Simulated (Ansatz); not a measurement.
Consider the formal loss of a carbene: `C[BH][GeH2][F]` → `[BH2][GeH2][F]` + `[CH2]` (triplet).

Computed with Ansatz on PBE0-D4/def2-TZVP structures; ΔE is electronic, products minus reactants. CBS: MP2 limit from def2 TZ/QZ plus the TZ coupled-cluster correction, frozen cores. This one scheme is used for every species. Triplets are unrestricted, without spin–orbit coupling. For Ge outer-core shells are correlated without core-valence functions, which leaves a few kJ/mol of doubt a bond. Scalar relativity is left out up to krypton. Each species was taken in one conformer, which may not be the lowest.

`C[BH][GeH2][F]`:

Z-matrix (Å, degrees):
```
C
B 1 1.548
H 1 1.091 2 117.0
H 1 1.104 2 103.7 3 117.2
H 1 1.093 2 113.4 3 -129.6
Ge 2 2.063 1 121.8 3 -17.0
H 2 1.197 1 119.9 3 165.8
F 6 1.753 2 110.1 1 -173.2
H 6 1.543 2 114.5 1 -55.6
H 6 1.544 2 113.5 1 69.6
```

`[BH2][GeH2][F]`:

Z-matrix (Å, degrees):
```
Ge
F 1 1.751
B 1 2.052 2 110.0
H 1 1.541 2 105.0 3 -122.4
H 1 1.541 2 105.0 3 122.4
H 3 1.194 1 119.1 2 -180.0
H 3 1.192 1 121.6 2 -0.0
```

`[CH2]` (triplet):

Cartesian coordinates in Å:
```
C -0.202 -0.186 -0.027
H 0.316 -0.002 -0.955
H -0.114 0.188 0.982
```

```json
{"species": "`C[BH][GeH2][F]`", "HF/CBS(def2) energy (Eh)": "-2240.99641"}
{"species": "`[BH2][GeH2][F]`", "HF/CBS(def2) energy (Eh)": "-2201.92832"}
{"species": "`[CH2]` (triplet)", "HF/CBS(def2) energy (Eh)": "-38.94079"}
```

Problem. Work out ΔE.

Solution. ΔE = (-2201.92832) + (-38.94079) − (-2240.99641) = 0.12730 Eh = +334.2 kJ/mol. CCSD(T)/CBS gives +488.2 kJ/mol.

Largest T1 diagnostic among the species: 0.012.

From PBE to PBE0 (25 % exact exchange), in def2-TZVPP and without D4, ΔE moves by −10.0 kJ/mol. In def2-TZVPP, CCSD(T) changes the Hartree–Fock value by +141.4 kJ/mol (the triples alone add +11.8 kJ/mol) and MP2 by +155.4 kJ/mol. The D4 term adds +8.6 kJ/mol with B3LYP and +4.6 kJ/mol with PBE0; it sums over pairs of atoms, weighted by their polarisabilities, and B3LYP, whose exchange is more repulsive, gets the larger term.

B3LYP here is the variant with VWN-RPA as its local correlation; programs differ in this.
